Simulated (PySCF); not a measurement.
# Electron correlation in Cu (copper, neutral)

[Ar] 3d10 4s1, 2S determinant. Computed with PySCF 2.14 in dyall-av2z, with the non-relativistic Hamiltonian (point nucleus). Frozen: [Ar]; 11 electrons correlated; the 33 highest virtual orbitals of each spin left out.

```json
{"level": "CCSD", "correlation energy (mhartree)": "-395.69"}
{"level": "(T)", "correlation energy (mhartree)": "-18.56"}
{"level": "CCSD(T)", "correlation energy (mhartree)": "-414.25"}
```

Diagnostics: T1 = 0.026, D1 = 0.0687, largest double amplitude 0.023.

**Question.** Is a single reference adequate?

**Answer.** Yes: T1 lies below 0.03 and no double amplitude reaches 0.07.
